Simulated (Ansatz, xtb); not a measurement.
# Relative energy of two structures of F2HSSi+

Structure X is a singlet given by its coordinates and structure Y is a singlet given by its coordinates. Both are isolated ions in the gas phase, relaxed with PBE0-D3(BJ)/def2-SVP.

X (Å):

```yaml
atoms:
  - { symbol: F, position_ang: [0.2762, -1.2043, -0.5214] }
  - { symbol: F, position_ang: [-0.7950, 1.6414, -0.3922] }
  - { symbol: S, position_ang: [-2.0784, 0.7779, 0.0427] }
  - { symbol: Si, position_ang: [-1.2298, -1.1037, -0.0845] }
  - { symbol: H, position_ang: [-1.9754, -2.3368, 0.2157] }
```

Close contacts (Å): F1–Si4 1.57, F2–S3 1.61, S3–Si4 2.07, Si4–H5 1.47.

Y (Å):

```csv
atom,x (Å),y (Å),z (Å)
F,0.3565,-1.8920,-0.0468
F,-2.2820,1.3346,-0.0381
S,-0.7669,0.9556,0.3844
Si,-0.9293,-1.0066,-0.2417
H,-2.1386,-1.5998,-0.8386
```

Close contacts (Å): F1–Si4 1.57, F2–S3 1.62, S3–Si4 2.07, Si4–H5 1.47.

Energies in hartree; the thermal terms are from PBE0-D3(BJ)/def2-SVP harmonic frequencies (ideal gas, rigid rotor, one conformer each, 298.15 K, 1 atm) and include the zero-point energy:

```
                                X           Y
E, CCSD(T)/def2-TZVPP  −886.579505  −886.580161
    zero-point energy     0.015195     0.015025
         H(298 K) − E     0.021265     0.021168
         G(298 K) − E    −0.013936    −0.014138
```

Problem. Work out ΔE, ΔE₀, ΔH and ΔG for X → Y in kcal/mol (1 Eh = 627.51 kcal/mol) and the equilibrium ratio [Y]/[X].

Solution. 1. ΔE = −886.580161 − (−886.579505) = −0.000656 Eh = −0.41 kcal/mol.
2. ΔE₀ = ΔE + ΔZPE = −0.000656 + (−0.000170) Eh = −0.52 kcal/mol.
3. ΔH = ΔE + (−0.000097) Eh = −0.47 kcal/mol.
4. ΔG = ΔE + (−0.000202) Eh = −0.54 kcal/mol, so ΔS = (ΔH − ΔG)/T = +0.9 J/(mol K).
5. kT = 0.9442 mEh, so K = [Y]/[X] = exp(−ΔG/kT) = exp(+0.91) ≈ 2.5.

The two are too close for this level to say which is favoured. An error of 1 kcal/mol in ΔG would change K by a factor of 5.4. Mirror images and further conformers aren't counted.

Other levels gave ΔE = −1.0 (PBE0-D3(BJ)/def2-SVP); −0.6 (HF/def2-TZVPP); −0.4 (MP2/def2-TZVPP) kcal/mol. The correlated steps freeze 12 core orbitals. Programs: Ansatz 0.2.0.
